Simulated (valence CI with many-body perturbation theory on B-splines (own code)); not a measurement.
# E1 transitions of Dy17+

Method: configuration interaction combined with many-body perturbation theory (CI+MBPT): three valence electrons over a frozen Dirac-Fock core [Kr] 4d10, radial functions for each j: 8 s, 8 p, 9 d, 9 f, 6 g, 3 h, 2 i, with the one-electron correlation potential Σ1, the two-electron term Σ2, the three-electron term Σ3, Breit, model QED; selected CI, second order for the rest (own B-spline code, finite nucleus).

No measured spectrum was set against this ion. As an estimate, terms of the open shell hold to a few per cent of their energy, and close levels can change places. Core correlation moves these levels by up to 39000 cm⁻¹, and in measured spectra 5 to 20 % of such shifts remained as error; rates that hang on mixing are uncertain with them.

Lines 1 to 50 of 202 in falling wavelength, among levels below 258660 cm⁻¹, chosen from the strongest by gf and those to the six lowest levels. Wavelengths and rates use the calculated energies, so an error of 2000 cm⁻¹ moves a line at 121.6 nm by 2.4 % and its rate by three times that or more. Electric multipoles are in the length gauge, E1 and E2 with the static RPA response of the core. Weak lines are less certain than strong ones. Lines between different terms over intervals too small for the method are left out, as are lines whose strength nearly cancels. Where a level lies close to another of its J and parity, the split of strength between their lines is uncertain. The highest levels of a list are the least certain.

Names give the largest LS component (configuration and term), which can be under half, so a name can repeat, a term be missing and a line seem to break the LS rules; names also repeat where a configuration has a term twice. Letters in brackets count levels of one name in rising energy.

| λ vac (nm) | Upper | Lower | A (s⁻¹) | log gf | Branch % |
| --- | --- | --- | --- | --- | --- |
| 121.6 | 4f²5s ²G_9/2 | 4f³ ²F°_7/2 [b] | 5.29e+02 | -5.93 | 0.7 |
| 114.0 | 4f²5s ²F_7/2 | 4f³ ²F°_7/2 [b] | 8.05e+02 | -5.90 | 0.5 |
| 109.4 | 4f²5s ²D_3/2 | 4f³ ²F°_5/2 [c] | 1.68e+03 | -5.92 | 0.7 |
| 106.2 | 4f²5s ²D_5/2 | 4f³ ²F°_7/2 [b] | 7.58e+02 | -6.11 | 0.3 |
| 92.26 | 4f²5s ⁴P_5/2 | 4f³ ²F°_7/2 [b] | 7.93e+02 | -6.22 | 0.2 |
| 88.26 | 4f²5s ²G_7/2 | 4f³ ²G°_7/2 | 4.13e+03 | -5.41 | 4.4 |
| 87.26 | 4f²5s ²F_5/2 | 4f³ ²G°_7/2 | 9.92e+03 | -5.17 | 6.7 |
| 86.13 | 4f²5s ²G_7/2 | 4f³ ²G°_9/2 [b] | 2.38e+03 | -5.67 | 2.5 |
| 82.93 | 4f²5s ²G_9/2 | 4f³ ²G°_7/2 | 1.60e+03 | -5.78 | 2.1 |
| 81.05 | 4f²5s ²G_9/2 | 4f³ ²G°_9/2 [b] | 8.11e+03 | -5.10 | 10.9 |
| 79.66 | 4f²5s ⁴H_9/2 | 4f³ ²H°_9/2 [b] | 7.71e+02 | -6.13 | 3.1 |
| 79.34 | 4f²5s ²F_7/2 | 4f³ ²G°_7/2 | 3.35e+03 | -5.60 | 2.1 |
| 77.62 | 4f²5s ²F_7/2 | 4f³ ²G°_9/2 [b] | 1.85e+04 | -4.87 | 11.8 |
| 76.55 | 4f²5s ²F_5/2 | 4f³ ²F°_7/2 [a] | 1.69e+03 | -6.05 | 1.1 |
| 75.92 | 4f²5s ²G_7/2 | 4f³ ²F°_5/2 [b] | 1.43e+03 | -6.01 | 1.5 |
| 75.49 | 4f²5s ²H_9/2 | 4f³ ²H°_11/2 [b] | 1.63e+03 | -5.86 | 2.0 |
| 74.24 | 4f²5s ⁴H_9/2 | 4f³ ²I°_11/2 | 8.54e+02 | -6.15 | 3.4 |
| 72.99 | 4f²5s ⁴F_9/2 | 4f³ ²H°_11/2 [b] | 2.30e+03 | -5.74 | 2.7 |
| 72.30 | 4f²5s ²H_9/2 | 4f³ ²H°_9/2 [b] | 4.06e+03 | -5.50 | 4.9 |
| 71.26 | 4f²5s ²H_9/2 | 4f³ ⁴D°_7/2 | 1.26e+03 | -6.02 | 1.5 |
| 71.13 | 4f²5s ⁴F_3/2 | 4f³ ⁴D°_1/2 | 4.12e+03 | -5.90 | 4.8 |
| 70.51 | 4f²5s ⁴H_11/2 | 4f³ ²I°_11/2 | 8.34e+02 | -6.13 | 2.9 |
| 70.39 | 4f²5s ²F_7/2 | 4f³ ²F°_7/2 [a] | 2.70e+03 | -5.79 | 1.7 |
| 70.01 | 4f²5s ⁴F_7/2 | 4f³ ⁴D°_7/2 | 1.23e+03 | -6.14 | 1.3 |
| 70.00 | 4f²5s ⁴F_9/2 | 4f³ ²H°_9/2 [b] | 1.55e+03 | -5.94 | 1.8 |
| 69.87 | 4f²5s ²F_5/2 | 4f³ ²F°_5/2 [a] | 3.26e+03 | -5.84 | 2.2 |
| 69.42 | 4f²5s ⁴H_13/2 | 4f³ ²I°_13/2 | 7.24e+02 | -6.14 | 2.4 |
| 69.27 | 4f²5s ²H_11/2 | 4f³ ²H°_11/2 [b] | 7.84e+03 | -5.17 | 6.2 |
| 69.23 | 4f²5s ²F_7/2 | 4f³ ²F°_5/2 [b] | 4.45e+03 | -5.59 | 2.8 |
| 69.18 | 4f²5s ²F_5/2 | 4f³ ²D°_3/2 [c] | 6.92e+03 | -5.53 | 4.6 |
| 69.02 | 4f²5s ⁴F_9/2 | 4f³ ⁴D°_7/2 | 1.18e+04 | -5.08 | 13.7 |
| 68.15 | 4f²5s ⁴F_5/2 | 4f³ ⁴D°_3/2 | 9.35e+03 | -5.41 | 9.8 |
| 68.05 | 4f²5s ⁴F_5/2 | 4f³ ⁴D°_5/2 | 1.73e+03 | -6.14 | 1.8 |
| 67.81 | 4f²5s ²H_9/2 | 4f³ ²I°_11/2 | 3.32e+04 | -4.64 | 40.2 |
| 67.78 | 4f²5s ²G_7/2 | 4f³ ²H°_9/2 [b] | 6.59e+03 | -5.44 | 6.9 |
| 67.33 | 4f²5s ²D_5/2 | 4f³ ²F°_7/2 [a] | 5.24e+03 | -5.67 | 2.0 |
| 67.13 | 4f²5s ²G_9/2 | 4f³ ²H°_11/2 [b] | 5.79e+03 | -5.41 | 7.8 |
| 66.27 | 4f²5s ²D_5/2 | 4f³ ²F°_5/2 [b] | 3.34e+03 | -5.88 | 1.3 |
| 66.08 | 4f²5s ⁴F_7/2 | 4f³ ⁴D°_5/2 | 1.56e+04 | -5.09 | 17.0 |
| 65.84 | 4f²5s ²D_3/2 | 4f³ ²F°_5/2 [b] | 8.42e+03 | -5.66 | 3.6 |
| 65.78 | 4f²5s ⁴F_9/2 | 4f³ ²I°_11/2 | 8.98e+03 | -5.23 | 10.4 |
| 65.73 | 4f²5s ⁴H_11/2 | 4f³ ²G°_9/2 [a] | 8.86e+02 | -6.16 | 3.1 |
| 65.49 | 4f²5s ⁴H_9/2 | 4f³ ⁴G°_7/2 [b] | 2.98e+03 | -5.72 | 11.8 |
| 64.92 | 4f²5s ⁴F_3/2 | 4f³ ²P°_1/2 | 4.02e+03 | -5.99 | 4.6 |
| 64.86 | 4f²5s ²H_11/2 | 4f³ ²I°_13/2 | 7.34e+04 | -4.26 | 57.6 |
| 64.70 | 4f²5s ²F_7/2 | 4f³ ²F°_5/2 [a] | 4.45e+03 | -5.65 | 2.8 |
| 64.05 | 4f²5s ⁴H_7/2 | 4f³ ⁴G°_5/2 | 7.03e+03 | -5.46 | 31.7 |
| 63.76 | 4f²5s ²G_9/2 | 4f³ ⁴D°_7/2 | 8.59e+03 | -5.28 | 11.5 |
| 63.36 | 4f²5s ⁴H_11/2 | 4f³ ⁴G°_9/2 | 9.21e+03 | -5.18 | 32.3 |
| 63.33 | 4f²5s ²F_5/2 | 4f³ ²D°_3/2 [b] | 4.08e+03 | -5.83 | 2.7 |
